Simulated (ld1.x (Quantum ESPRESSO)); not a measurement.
Reading a pseudo-wave (fluorine (F))

Columns: radius, all-electron u(r) and pseudo u(r) of the 2s shell (level -67.66 eV) of fluorine in the configuration [He] 2s2 2p3; PBEsol, non-relativistic, TM scheme, ld1.x (Quantum ESPRESSO) 7.5.

```tsv
r (bohr)	all-electron	pseudo
0.065	0.4619	-0.1283
0.130	0.4370	-0.2381
0.195	0.2110	-0.3206
0.260	-0.0741	-0.3891
0.325	-0.3499	-0.4765
0.390	-0.5867	-0.6105
0.455	-0.7744	-0.7749
0.520	-0.9123	-0.9123
0.585	-1.0050	-1.0050
0.650	-1.0589	-1.0589
0.715	-1.0810	-1.0810
0.780	-1.0780	-1.0780
0.845	-1.0558	-1.0558
0.910	-1.0193	-1.0193
0.975	-0.9729	-0.9729
1.040	-0.9199	-0.9199
1.105	-0.8628	-0.8628
1.170	-0.8039	-0.8039
1.235	-0.7447	-0.7447
1.300	-0.6864	-0.6864
1.365	-0.6300	-0.6300
1.430	-0.5760	-0.5760
1.495	-0.5249	-0.5249
1.560	-0.4769	-0.4769
1.625	-0.4321	-0.4321
1.690	-0.3906	-0.3906
```

**Question.** How many radial nodes do the two functions have?

**Answer.** The all-electron 2s function has n − l − 1 = 1; the pseudo-wave has 0, since the states of the same l below it are removed with the core.

**Question.** At about which radius was the pseudo-wave matched?

**Answer.** 0.50 bohr, where the columns begin to agree (steps of 0.07 bohr).

**Question.** Where does each function peak?

**Answer.** Outermost all-electron maximum near 0.71 bohr, pseudo maximum near 0.71 bohr (to the table’s step).

**Question.** Is the pseudo-wave norm-conserving?

**Answer.** Yes: the TM scheme keeps the norm inside the radius equal to the all-electron one, which fixes the energy derivative of the logarithmic derivative at the level.
